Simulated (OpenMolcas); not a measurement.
# Cu4+, Ag4+, Au4+: d⁷ down the group

```yaml
Program: OpenMolcas 26.06
Method: RASSCF
Basis: ANO-RCC-VTZP
Scalar_Hamiltonian: DKH2, point nucleus
Spin-orbit_coupling: state interaction with AMFI integrals over the reference wave functions, term energies averaged over their components
```

Active space for each ion: 13 electrons in 8 orbitals (RAS1 p, at most 2 holes; RAS2 d).

Computed levels in cm-1 above ⁴F_9/2:

```
                               Level   Cu4+   Ag4+   Au4+
                              ⁴F_7/2   1552   3478  12086
                              ⁴F_5/2   2665   5565  13311
                              ⁴P_5/2  22818  17118  22167
                              ⁴P_1/2  24002  19319  26257
                              ²G_9/2  24857  19355  23612
                              ²G_7/2  26311  22644  32249
                              ²P_1/2  31368  26941  42302
                           ²D_5/2(1)  32188  25743  36521
                             ²H_11/2  34645  26742  31694
weight of ⁴F in the lowest level (%)    100     97     84
```

Mixed levels, with the weight of the term that names them: Au4+ ⁴F_5/2 (55 %), Au4+ ⁴P_5/2 (75 %), Au4+ ⁴P_1/2 (64 %), Au4+ ²G_9/2 (59 %), Au4+ ²P_1/2 (64 %), Au4+ ²D_5/2(1) (68 %).

Measured, with the error of the calculation in %. Measured levels: Cu4+ from Sugar and Musgrove, J. Phys. Chem. Ref. Data 19, 527 (1990); Ag4+ from the list in Gamrath, thesis, University of Mons (2023).

```json
{"Level": "⁴F_7/2", "Cu4+": "1616 (-3.9)", "Ag4+": "3690 (-5.8)"}
{"Level": "⁴F_5/2", "Cu4+": "2759 (-3.4)", "Ag4+": "5816 (-4.3)"}
{"Level": "⁴P_5/2", "Cu4+": "20827 (+9.6)", "Ag4+": "14899 (+14.9)"}
{"Level": "⁴P_1/2", "Cu4+": "21935 (+9.4)", "Ag4+": "17067 (+13.2)"}
{"Level": "²G_9/2", "Cu4+": "22575 (+10.1)", "Ag4+": "16875 (+14.7)"}
{"Level": "²G_7/2", "Cu4+": "24100 (+9.2)", "Ag4+": "20442 (+10.8)"}
{"Level": "²P_1/2", "Cu4+": "28367 (+10.6)", "Ag4+": "24599 (+9.5)"}
{"Level": "²D_5/2(1)", "Cu4+": "30966 (+3.9)", "Ag4+": "24361 (+5.7)"}
{"Level": "²H_11/2", "Cu4+": "30402 (+14.0)", "Ag4+": "22532 (+18.7)"}
```

The fine-structure level ⁴F_5/2 changes by a factor of 4.99 from Cu4+ to Au4+.

Without spin-orbit coupling ⁴P lies 21820, 14988, 13564 cm-1 above ⁴F in that order; the difference to the level ⁴P_5/2, of either sign, comes from spin-orbit coupling, which also lowers the zero.

Without dynamic correlation excited terms often stand tens of per cent too high (terms of higher spin than the ground term too low), and those without a measured partner can miss by more than the paired ones. Active for correlation alone: 3p; no level in the range computed is led by a configuration that opens it, so any true level of that kind is missing (holds for Cu4+). Active for correlation alone: 4p; no level in the range computed is led by a configuration that opens it, so any true level of that kind is missing (holds for Ag4+). Active for correlation alone: 5p; no level in the range computed is led by a configuration that opens it, so any true level of that kind is missing (holds for Au4+). Computed and measured levels are paired by configuration, term and J; levels that our copy of the source lacks, or whose pairing is in doubt (as where it misses far off the trend of its configuration), stay unpaired and out of the deviations. Only configurations of the active space appear.

A number in round brackets counts repeated terms of one configuration in the order of the reference energies.
